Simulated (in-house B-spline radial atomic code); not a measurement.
Pd. Computed with a B-spline radial atomic code. Model: non-relativistic spherical atom: semilocal Troullier-Martins pseudo-atom, one channel per l, against all electrons, high spin, G0W0 and RPA with empty states to l = 8, local potential for every l without a channel, a model core (radius 0 = none) keeps its share of the functional.

Without relativity these are model numbers for so heavy an element.

What the tables leave out is listed at the end.

The pseudopotential gives back the lowest level of each angular momentum of its own functional in the configuration it was made in; a second state of the same l is only approximately right. Exact exchange, RPA and GW see the smooth pseudo-orbitals and miss the exchange with the core, for which the functional's share stands in. The column with an uncorrelated core keeps all orbitals and exact exchange, and so separates missing core correlation from pseudisation. Only the three outermost levels and the lowest empty one were computed. RPA here is direct RPA, with no exchange kernel, and its energies carry an (l + 1/2)⁻⁴ tail. A hybrid on a potential with a model core restores only its own semilocal share of the core's exchange.

Command:
```bash
python run_psgw.py task.json out
```
Settings (lengths in bohr, energies in hartree):
```
Z                      46
electrons              46
configuration          [Kr] 4d10
generated_in           [Kr] 4d10
functional             lda,vwn
core_shells            6
radius_factor          0.8
core_correction        True
```

Time taken, with all properties: 35 s on 1 thread of Arm Neoverse N1, with other jobs on the host.

Given: made with LDA VWN5; model core radius 0.628 bohr; local radius 0.731 bohr; mean-field start PBE0.

Valence shells of the generating configuration: 4s, 4p, 4d.

Channel: s 0.706, p 0.735, d 0.876 (radii in bohr).

Computed: largest level miss in the spin-unpolarised generating configuration 0.003 eV; valence RPA correlation energy all-electron orbitals -1.1298 hartree; valence RPA correlation energy pseudo -1.1926 hartree; pseudo-atom RPA polarisability 18.266 bohr³.

| level | occupied | mean-field all-electron (eV) | mean-field pseudo minus all (eV) | G0W0 all-electron (eV) | G0W0 uncorrelated core minus all (eV) | G0W0 pseudo minus all (eV) | exchange self-energy all-electron (eV) | exchange self-energy pseudo (eV) |
| --- | --- | --- | --- | --- | --- | --- | --- | --- |
| 4d | 1 | -5.5093 | -0.043 | -8.4515 | 0.085 | -0.149 | -31.393 | -28.034 |
| 5s (empty) | 0 | -1.8034 | -0.099 | -0.28544 | 0.016 | -0.036 | -1.9847 | -1.8028 |

**Question.** What is the all-electron RPA polarisability, core included?

**Answer.** 18.522 bohr³.

Among the listed levels the largest G0W0 shift of the pseudo-atom is -0.15 eV, for 4d on the PBE0 start, while leaving the core uncorrelated moves that level by +0.09 eV. The rest, -0.23 eV, comes from pseudisation and the lost core exchange. Not in the tables (levels of low weight, unsolved or above zero; the highest and the empty levels are kept at any weight): on LDA, a start not tabulated, the G0W0 levels 4d (pseudo minus all -0.19 eV, weights 0.59 and 0.62), 4p (pseudo minus all -0.50 eV, weights 0.03 and 0.00), 4s (pseudo minus all -5.42 eV, weights 0.02 and 0.01), 5s (pseudo minus all -0.25 eV, weights 0.85 and 0.87); on PBE0 the G0W0 levels 4p (pseudo minus all +8.28 eV, weights 0.03 and 0.12), 4s (pseudo minus all -0.81 eV, weights -0.00 and 0.02); no Hartree-Fock pseudo-atom is run with a model core.
